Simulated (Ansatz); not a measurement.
```xyz
9

C    -0.443    1.888    1.417
C    -0.351    1.127    0.486
B    -0.206    0.122   -0.659
C     0.435   -1.283   -0.466
F    -0.667    0.489   -1.850
H    -0.530    2.568    2.234
H     0.564   -1.823   -1.404
H    -0.201   -1.882    0.196
H     1.399   -1.206    0.046
```

The species carries charge 0 and has multiplicity 1.

**Question.** List the CAM-B3LYP/def2-TZVPP orbital energies in eV (Ansatz). (Estimate.)

**Answer.** Ansatz gave: Occupied: -673.79, -279.32, -278.70, -278.32, -187.39, -35.21, -22.95, -21.61, -17.91, -16.73, -15.51, -14.63, -14.27, -12.84, -12.72, -11.24, -10.05, -9.79. Lowest empty: -0.26, 1.56, 1.79, 2.79, 3.24, 3.43, 3.61, 3.62.
